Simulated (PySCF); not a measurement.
CH₇NSn, SMILES [CH3][SnH2][NH2].

Geometry optimised at PBE-D3(BJ)/def2-SVP. The def2 effective core potentials stand for the cores of Sn; spin–orbit coupling is left out. The values are those of a single conformer.

Calculation: PBE0/def2-TZVPD (PySCF).

Gas-phase values at a fixed geometry.

* **total energy**: -311.28213 hartree
* **point group**: Cs
* **highest occupied level**: -7.12 eV
* **lowest empty level**: -0.28 eV
* **orbital gap**: 6.84 eV
* **dipole moment**: 1.88 D
* **quadrupole, principal values (traceless, Buckingham form, about the centre of nuclear charge)**: -6.14, 2.11, 4.03 D·Å
* **mean static polarisability**: 67.3 bohr³ (9.98 Å³)
* **polarisability, principal values**: 60.5, 64.4, 77.2 bohr³
